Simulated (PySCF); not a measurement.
InH, SMILES [InH] (connectivity only; charge and spin as stated), neutral, multiplicity 1.

Coordinates come from a B3LYP-D3(BJ)/def2-TZVPD optimisation. The def2 effective core potentials stand for the cores of In; spin–orbit coupling is left out.

Calculation: PySCF 2.14.0 with B3LYP-D3(BJ)/def2-TZVPD.

Frequencies are harmonic and unscaled.

| mode | ν (cm⁻¹) | IR (km/mol) | moving atoms (share of kinetic energy) |
|---|---|---|---|
| 1 | 1423 | 930.4 | H 99 % |
